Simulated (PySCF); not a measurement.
Compound: CH5BBrN.
Bonds: C1–B2, B2–N3, B2–Br4. Hydrogens: H5, H6, H7 on C1; H8, H9 on N3.

Theory: PySCF, PBE0-D3(BJ)/def2-SVP geometry optimisation, gas phase.

Problem. Give the optimised bond lengths and angles.

Solution. 
| bond | length (Å) | order |
| --- | --- | --- |
| C1–B2 | 1.568 | single |
| B2–N3 | 1.390 | single |
| B2–Br4 | 1.952 | single |
| C1–H5, C1–H6, C1–H7 | 1.102 | single |
| N3–H8, N3–H9 | 1.012 | single |

Bonds in one row agree within 0.01 Å and their mean is given. Orders are formal, as drawn. A selection of angles:
| angle | degrees |
| --- | --- |
| B2–C1–H5 | 113.1 |
| B2–C1–H6 | 110.3 |
| H5–C1–H6 | 108.4 |
| H6–C1–H7 | 106.2 |
| C1–B2–N3 | 124.4 |
| C1–B2–Br4 | 118.9 |
| N3–B2–Br4 | 116.8 |
| B2–N3–H8 | 123.2 |
| B2–N3–H9 | 122.1 |
| H8–N3–H9 | 114.7 |

N3 (boron-bound nitrogen) is planar (angles 123.2°, 122.1° and 114.7°, sum 360.0°, 0.00 Å off the plane of its three neighbours). The 4 heavy atoms lie in one plane (0.000 Å rms). B2 (three-coordinate boron) is planar (angles 124.4°, 118.9° and 116.8°, sum 360.0°, 0.00 Å off the plane of its three neighbours).

Point group: Cs (tolerance 0.08 Å). Stationary, but not proved a minimum.

On one thread, Arm Neoverse V1 (aarch64), on a shared host, this took 58 s of wall time and 0.40 GiB of memory at its peak. This is the geometry optimisation.

Shape of the structure used: `[CH3:1][B:2]([NH2:3])[Br:4]`: H–N3–B2–C1 180°, H–N3–B2–C1 0°.
